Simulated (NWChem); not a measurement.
System: BaBr2; SMILES [Br][Ba][Br]

The following NWChem deck was run.

```
start job
memory heap 200 mb stack 900 mb global 1100 mb
geometry units angstroms noautoz
  Ba     0.000000     0.000000     0.574189
  Br     2.704499     0.000000    -0.563787
  Br    -2.704499     0.000000    -0.563787
end
basis spherical
  * library def2-svp
end
ecp
  Ba library def2-ecp
end
dft
  xc slater pw91lda
  iterations 150
  mulliken
end
task dft energy
```

Structure relaxed at the PBE0/def2-SVP level. def2 effective core potentials on Ba; no spin-orbit coupling.

Q: Predict the main results of this run. (LDA (Slater exchange, PW92)/def2-SVP with def2 effective core potentials on Ba.) Quantities: energy (Ha); highest occupied level (eV); orbital gap (eV); dipole (D).

A: 
| Quantity | Value |
|---|---|
| energy (Ha) | -5166.13 |
| highest occupied level (eV) | -6.06 |
| orbital gap (eV) | 3.28 |
| dipole (D) | 6.14 |
